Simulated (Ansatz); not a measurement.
Geometry optimisation, RKS PBE-D4/def2-SVP (Ansatz).

Input:

```yaml
crystal:
  periodic: [false, false, false]
  atoms:
    - { symbol: C, position_ang: [-1.8725, 0.6264, 1.3129] }
    - { symbol: Ga, position_ang: [-0.0918, 1.7718, 0.9779] }
    - { symbol: Si, position_ang: [0.3861, 0.0098, -0.7431] }
    - { symbol: C, position_ang: [0.856, -1.5636, 0.1882] }
    - { symbol: "N", position_ang: [1.8374, 0.4505, -1.7426] }
    - { symbol: H, position_ang: [-1.5053, 0.2063, 2.2091] }
    - { symbol: H, position_ang: [-2.4457, 1.5924, 1.5912] }
    - { symbol: H, position_ang: [-2.5739, -0.0157, 0.7877] }
    - { symbol: H, position_ang: [0.1146, 1.6573, 0.5395] }
    - { symbol: H, position_ang: [-0.7476, -0.1885, -1.5758] }
    - { symbol: H, position_ang: [1.001, -2.3801, -0.5138] }
    - { symbol: H, position_ang: [-0.0835, -1.8539, 0.8129] }
    - { symbol: H, position_ang: [1.604, -1.3937, 0.8455] }
    - { symbol: H, position_ang: [2.18235, 1.34082, -1.30405] }
    - { symbol: H, position_ang: [2.52711, -0.308, -1.59791] }
basis:
  gaussian: { orbitals: def2-SVP }
hamiltonian:
  xc: pbe
  dispersion: d4
relax:
  f_tol: 0.015
  max_steps: 40
```

Command:

```bash
$ ansatz run input.yaml --threads 2 --pin off --max-ram 3072MiB --backend cpu --events-out ev --progress --plain --runs-dir out
```

Problem. Where does it end, and by what steps?

Solution. The run converged. The force dipped under the threshold on the way, but the program's further checks kept it going. After 27 steps the energy has fallen by 76.608 eV; H14 moved furthest, 1.28 Å. The start is strongly strained (largest force component 367 eV/Å), so its close contacts needn't be bonds. Parted: Ga2–Si3, Ga2–H9. Joined: Si3–H9.

```csv
step,energy less start (eV),largest force component (eV/Å),accepted
0,0.0000,366.747,yes
1,-63.2001,46.572,yes
2,-68.6071,25.435,yes
3,-72.8598,9.205,yes
4,-74.9237,3.177,yes
5,-75.1280,2.619,yes
6,-75.8704,1.429,yes
7,-76.2760,0.677,yes
8,-76.4276,0.308,yes
9,-76.4853,0.259,yes
10,-76.5096,0.397,yes
11,-76.5223,0.185,yes
12,-76.5252,0.676,yes
13,-76.5601,0.350,yes
14,-76.5799,0.344,yes
15,-76.5909,0.127,yes
16,-76.5978,0.190,yes
17,-76.6031,0.077,yes
18,-76.6063,0.047,yes
19,-76.6072,0.037,yes
20,-76.6076,0.064,yes
21,-76.6078,0.027,yes
22,-76.6080,0.016,yes
23,-76.6082,0.021,yes
24,-76.6082,0.024,yes
25,-76.6083,0.015,yes
26,-76.6084,0.007,yes
27,-76.6084,0.004,yes
```

```xyz
15
Properties=species:S:1:pos:R:3
C -2.036 0.728 1.526
Ga -0.737 2.349 1.597
Si 0.699 0.098 -0.725
C 0.701 -1.492 0.276
N 2.085 0.122 -1.782
H -1.688 -0.083 2.208
H -3.033 1.054 1.897
H -2.190 0.278 0.521
H 0.645 1.279 0.274
H -0.520 0.259 -1.592
H 0.708 -2.372 -0.397
H -0.196 -1.546 0.924
H 1.598 -1.548 0.928
H 2.140 0.856 -2.493
H 3.012 -0.030 -1.374
```

Whether the end is a true minimum wasn't checked by a vibrational analysis.

Run time: 110 s on 2 threads of Arm Neoverse V1, with other jobs on the host, peak memory 0.2 GiB.
